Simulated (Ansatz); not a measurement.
`[O]=[W]([OH])([F])=[S]` + H–F → `[O]=[W]([F])([F])=[S]` + H₂O  (ligand exchange at a W–O bond)

Program: Ansatz. Geometries: PBE0-D4/def2-TZVP. ΔE: electronic, gas phase. CCSD(T)/CBS is the MP2 limit (def2-TZVPP, def2-QZVPP) plus CCSD(T) − MP2 in def2-TZVPP, frozen cores. This one scheme is used for every species. DFT in def2-TZVPP. Elements past krypton have def2 core potentials. For W outer-core shells are correlated without core-valence functions, which leaves a few kJ/mol of doubt a bond. Each species was taken in one conformer, which may not be the lowest.

```json
{"species": "`[O]=[W]([OH])([F])=[S]`", "LC-ωPBE energy (Eh)": "-716.26733"}
{"species": "H–F", "LC-ωPBE energy (Eh)": "-100.44042"}
{"species": "`[O]=[W]([F])([F])=[S]`", "LC-ωPBE energy (Eh)": "-740.29060"}
{"species": "H₂O", "LC-ωPBE energy (Eh)": "-76.42387"}
```

(1) Work out ΔE.

Largest T1 diagnostic among the species: 0.023, so the coupled-cluster value is less sure than usual.

## Answers

(1) ΔE = (-740.29060) + (-76.42387) − (-716.26733) − (-100.44042) = -0.00672 Eh = -17.6 kJ/mol. CCSD(T)/CBS gives -10.4 kJ/mol.

From PBE to PBE0 (25 % exact exchange), in def2-TZVPP and without D4, ΔE moves by +4.4 kJ/mol. Leaving LDA and LC-ωPBE aside and taking each functional with its dispersion term where it has one, the values, not all of them listed here, spread over 11.7 kJ/mol, from B97M-V to PBE-QIDH. LDA lies +8.2 kJ/mol from PBE without D4. At CCSD(T), def2-SVP lies −5.2 kJ/mol from the extrapolated value and def2-TZVPP +0.1 kJ/mol.
